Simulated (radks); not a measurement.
Problem. Coherent X-ray form factor from a spherical all-electron density. All-electron calculation, Dirac Kohn-Sham, Slater X-alpha with alpha = 0.808, spin-unpolarised, spherical densities, finite nucleus; Fermi nuclear charge, rms radius of each element as measured or else 0.836 A^(1/3) + 0.57 fm. Program: a radial shooting solver on a logarithmic mesh with Libxc functionals.

| sin(theta)/lambda (1/angstrom) | f0 (electrons) |
|---|---|
| 0.05 | 23.768 |
| 0.1 | 23.098 |
| 0.15 | 22.061 |
| 0.2 | 20.758 |
| 0.25 | 19.295 |
| 0.3 | 17.772 |
| 0.4 | 14.844 |
| 0.5 | 12.363 |
| 0.6 | 10.440 |
| 0.8 | 8.027 |
| 1 | 6.768 |
| 1.25 | 5.786 |
| 1.5 | 4.949 |
| 2 | 3.444 |

The species is in the configuration that NIST lists as its ground one. Which atom or ion scatters so?

Solution. The cobalt ion Co3+, [Ar] 3d6. Extrapolating in s^2 from the first two rows gives f0(0) = 24.0, near the electron count 24; among species with that count, the fall with angle is slower the higher Z, and the table is that of Z = 27; from so few rows the species is fixed only to a neighbour or two.
